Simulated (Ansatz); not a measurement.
Species: CH$_{4}$BBr$_{2}$O (charge +1, singlet). It need not be the lowest isomer of its formula. 
Structure (B3LYP-D3(BJ)/def2-TZVP (Ansatz, a quantum-chemistry and plane-wave program) minimum search):
```
O
H 1 0.9743
B 1 1.4547 2 115.87
C 1 1.5090 2 115.42 3 -180.00
H 4 1.0835 1 106.58 2 -119.55
H 4 1.0835 5 112.97 1 116.71
H 4 1.0844 5 112.44 6 128.57
Br 3 1.8642 1 117.09 2 -180.00
Br 3 1.8715 1 113.89 2 0.00
```
Charge +1, spin multiplicity 1.

Total electronic energies in hartree. Correlated levels leave the core frozen unless marked. Spin-orbit coupling is left out. The frozen core is the preceding noble-gas configuration, with the filled d and f shells of earlier blocks. Non-relativistic. Basis-set limits of correlation are two-point, X^-3; Hartree-Fock from the larger set. The bracket is a focal-point correction in the basis named.

```
level                                                     program  energy (Eh)
-------------------------------------------------  --------------  -----------
HF/STO-3G                                                  Ansatz  -5227.21451
PBE-D3(BJ)/def2-TZVPD                              Ansatz + dftd3  -5287.81370
PBE-D4/def2-TZVPD                                  Ansatz + dftd4  -5287.81337
revPBE-D4/def2-TZVPD                               Ansatz + dftd4  -5288.28973
B3LYP-D3(BJ)/def2-TZVPD                            Ansatz + dftd3  -5288.82984
PBE0-D3(BJ)/def2-TZVPD                             Ansatz + dftd3  -5288.00318
PBE0/def2-TZVP                                             Ansatz  -5287.99414
PBE0/def2-TZVPD                                            Ansatz  -5287.99569
BHLYP-D3(BJ)/def2-TZVPD                            Ansatz + dftd3  -5288.67591
BHLYP-D4/def2-TZVPD                                Ansatz + dftd4  -5288.67397
CAM-B3LYP-D4/def2-TZVPD                            Ansatz + dftd4  -5288.94595
LC-wPBE-D4/def2-TZVPD                              Ansatz + dftd4  -5287.96011
B2GP-PLYP-D3(BJ)/def2-TZVPD                        Ansatz + dftd3   (withheld)
B2PLYP-D3(BJ)/def2-TZVPD                           Ansatz + dftd3  -5287.81406
MP2/cc-pVQZ                                                Ansatz  -5285.45524
RI-MP2/cc-pVQZ                                             Ansatz  -5285.45490
SCS-MP2/cc-pVDZ                                            Ansatz  -5284.96878
SCS-MP2/cc-pVTZ                                            Ansatz  -5285.36010
CCSD/cc-pVTZ                                               Ansatz  -5285.41361
CCSD/cc-pVQZ                                               Ansatz  -5285.49212
CCSD(T)/6-31G                                              Ansatz  -5283.98681
RI-MP2/CBS(cc-pVTZ,cc-pVQZ)+[CCSD(T)-MP2]/cc-pVQZ          Ansatz   -5285.5833
CCSD(T)/CBS(cc-pVTZ,cc-pVQZ)                               Ansatz   -5285.5819
```

### Question
Fill in the missing entries.

### Answer

- B2GP-PLYP-D3(BJ)/def2-TZVPD, energy (Eh): -5287.49408
